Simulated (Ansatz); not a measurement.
The inner images of a band of BCl2F + ClH (6 atoms, charge 0, multiplicity 1) are given out of order.

Computed with RKS BLYP/def2-SVP in Ansatz.

First end point:

```xyz
6
Properties=species:S:1:pos:R:3
B -0.675 -0.759 0.247
F -1.154 0.408 -0.192
Cl -0.336 -2.031 -0.921
Cl -0.450 -0.988 1.977
H 0.666 1.778 -0.614
Cl 1.949 1.592 -0.497
```

Last end point:

```xyz
6
Properties=species:S:1:pos:R:3
B 0.362 -0.764 0.291
F -1.257 1.446 -0.572
Cl -0.151 -1.891 -0.952
Cl -0.261 -0.860 1.929
H -0.337 1.643 -0.610
Cl 1.645 0.427 -0.086
```

Task: Put them in order from the first end to the last, with their energies above the first end.
A.
```xyz
6
Properties=species:S:1:pos:R:3
B -0.262 -0.443 0.150
F -1.051 0.676 -0.290
Cl -0.172 -1.779 -1.012
Cl -0.294 -0.720 1.901
H 0.236 1.351 -0.482
Cl 1.543 0.914 -0.268
```
B.
```xyz
6
Properties=species:S:1:pos:R:3
B -0.079 -0.431 0.152
F -0.982 0.802 -0.328
Cl -0.197 -1.762 -1.021
Cl -0.315 -0.717 1.890
H 0.031 1.318 -0.472
Cl 1.542 0.791 -0.221
```
C.
```xyz
6
Properties=species:S:1:pos:R:3
B -0.448 -0.516 0.168
F -1.133 0.584 -0.256
Cl -0.165 -1.798 -1.009
Cl -0.280 -0.748 1.908
H 0.388 1.427 -0.498
Cl 1.637 1.052 -0.314
```
D.
```xyz
6
Properties=species:S:1:pos:R:3
B -0.642 -0.687 0.222
F -1.225 0.438 -0.206
Cl -0.243 -1.932 -0.955
Cl -0.355 -0.887 1.947
H 0.597 1.656 -0.572
Cl 1.869 1.413 -0.435
```
E.
```xyz
6
Properties=species:S:1:pos:R:3
B -0.575 -0.606 0.195
F -1.208 0.502 -0.228
Cl -0.183 -1.848 -0.987
Cl -0.297 -0.802 1.922
H 0.502 1.526 -0.530
Cl 1.761 1.228 -0.373
```
F.
```xyz
6
Properties=species:S:1:pos:R:3
B 0.130 -0.502 0.187
F -1.030 0.960 -0.388
Cl -0.208 -1.762 -1.012
Cl -0.322 -0.713 1.887
H -0.169 1.402 -0.514
Cl 1.599 0.615 -0.160
```
G.
```xyz
6
Properties=species:S:1:pos:R:3
B 0.283 -0.643 0.242
F -1.154 1.188 -0.473
Cl -0.195 -1.794 -0.998
Cl -0.313 -0.757 1.892
H -0.269 1.515 -0.555
Cl 1.648 0.491 -0.108
```

Result: D (+1.7 kJ/mol), E (+9.4 kJ/mol), C (+33.7 kJ/mol), A (+85.9 kJ/mol), B (+124.9 kJ/mol), F (+101.2 kJ/mol), G (+82.8 kJ/mol).

Run time: 2 min on 2 threads of Arm Neoverse V2, with other jobs on the host, peak memory 0.14 GiB.
